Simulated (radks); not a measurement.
The numbers below are computed, except where a source is named.
The aluminium ion Al3+, 10 electrons, occupied as [He] 2s2 2p5 7p1 (not the ground configuration). Level of theory: non-relativistic Kohn-Sham, LDA (Slater exchange, Perdew-Wang correlation), spin-polarised, spherical densities, point nucleus; open shells are filled with parallel spins first (a radial shooting solver on a logarithmic mesh with Libxc functionals). Some entries of the table are withheld. Estimate them.

orbital,occ.,eigenvalue (eV),<r^2> (bohr^2)
1s up,1,(1),0.01968
1s down,1,(2),0.01965
2s up,1,-173.9038,0.4371
2s down,1,-171.0864,0.4420
2p up,3,-137.6729,(3)
2p down,2,-134.5483,(4)
7p up,1,(5),258.3
7p down,0,(6),264.2

Answer. 
(1) 1s up eigenvalue (eV): -1578.384
(2) 1s down eigenvalue (eV): -1576.678
(3) 2p up <r^2> (bohr^2): 0.3982
(4) 2p down <r^2> (bohr^2): 0.4059
(5) 7p up eigenvalue (eV): -4.8942
(6) 7p down eigenvalue (eV): -4.7069
